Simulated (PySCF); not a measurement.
Compound: C2H9BS.
SMILES with atom numbers: `[BH3-:1][S+:2]([CH3:3])[CH3:4]` (hydrogens: H5, H6, H7 on B1; H8, H9, H10 on C3; H11, H12, H13 on C4)

Geometry (PBE0-D3(BJ)/def2-SVP, Å), atoms numbered from 1 in this order:
```
atom  x, y, z in Å
B1    -0.4448    1.6601    0.3439
S2    -0.1717   -0.1895    0.8779
C3     1.5139   -0.5353    0.3556
C4    -1.0925   -1.1274   -0.3496
H5    -0.1291    1.7024   -0.8372
H6     0.2956    2.2687    1.1004
H7    -1.6311    1.8347    0.5735
H8     1.6484   -0.2217   -0.6892
H9     1.7399   -1.6025    0.4861
H10    2.1701    0.0635    1.0006
H11   -0.8263   -0.7783   -1.3571
H12   -0.8947   -2.2015   -0.2315
H13   -2.1558   -0.9244   -0.1653
```

Method: core-valence-separated Tamm–Dancoff BHandHLYP/aug-pcX-1 (pcseg-1 on H, def2-SVPD on S) in PySCF, non-relativistic, gas phase, PBE0-D3(BJ)/def2-SVP geometry. The energies are unshifted.

Q: What does the C 1s absorption edge look like?

A: 
```json
{"E (eV)": "285.50", "f": "0.1055", "core hole on": "C3/C4", "main final orbital": "spread (2 roots, f summed)"}
{"E (eV)": "286.44", "f": "0.0175", "core hole on": "C3/C4", "main final orbital": "LUMO (2 roots, f summed)"}
{"E (eV)": "287.15", "f": "0.0645", "core hole on": "C3/C4", "main final orbital": "spread (2 roots, f summed)"}
{"E (eV)": "287.31", "f": "0.0654", "core hole on": "C3/C4", "main final orbital": "spread (2 roots, f summed)"}
{"E (eV)": "287.71", "f": "0.0025", "core hole on": "C3/C4", "main final orbital": "spread (2 roots, f summed)"}
```

The first line with a tenth or more of the strongest one's intensity is at 285.50 eV (f = 0.106, sum of 2), with the hole on C3/C4 (S-methyl carbon). It is also the strongest listed.

Q: Give energies, oscillator strengths and core holes at the B K edge.

A: 
```csv
E (eV),f,core hole on,main final orbital
188.47,0.0563,B1,spread
189.10,0.0022,B1,LUMO+1 (73 %)
189.50,0.0022,B1,LUMO (63 %)
189.66,0.0018,B1,spread
189.91,0.0118,B1,LUMO+2 (40 %)
189.99,0.0117,B1,LUMO+4 (81 %)
190.24,0.0080,B1,LUMO+3 (42 %)
```

The first line with a tenth or more of the strongest one's intensity is at 188.47 eV (f = 0.056), with the hole on B1 (four-coordinate boron). It is also the strongest listed.

Roots within 0.03 eV whose holes lie on the same, on equivalent or on shared atoms are summed into one line, and the highest roots are left out, as the search may have cut off their partners. Final orbitals are the ground state's empty Kohn–Sham orbitals.

Q: What are the wavelength and the wavenumber of the 286.44 eV line?

A: λ = 12398.42 eV Å/286.44 eV = 43.285 Å; 2.3103 × 10⁶ cm⁻¹.

The ionisation thresholds weren't computed; near and above them a finite basis only mimics Rydberg series and continuum.
